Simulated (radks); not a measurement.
Results of a calculation; reference values are marked as such.
Coulomb parameter of the 3d shell of the scandium ion Sc+ in the model configuration [Ar] 3d1 4s1, as a second difference U = [E(n + 0.25) + E(n - 0.25) - 2 E(n)] / (0.25)^2 with all orbitals relaxed. "Bare": the charge of the atom changes with n. "Screened": the 4s shell takes up the change at fixed total charge, which measures U(3d,3d) + U(4s,4s) - 2 U(3d,4s). Level of theory: Dirac Kohn-Sham, PBE, spin-unpolarised, spherical densities, finite nucleus; open shells are shared between the two j in proportion to 2j + 1; Fermi nuclear charge, rms radius 3.5459 fm (a radial shooting solver on a logarithmic mesh with Libxc functionals).

| case | configuration | E - E(n) (eV) |
|---|---|---|
| start | [Ar] 3d1 4s1 | 0.000 |
| bare +0.25 | [Ar] 3d1.25 4s1 | -2.158 |
| bare -0.25 | [Ar] 3d0.75 4s1 | 2.847 |
| screened +0.25 | [Ar] 3d1.25 4s0.75 | 0.005 |
| screened -0.25 | [Ar] 3d0.75 4s1.25 | 0.130 |

U(bare) = 11.020 eV, U(screened by 4s) = 2.158 eV.
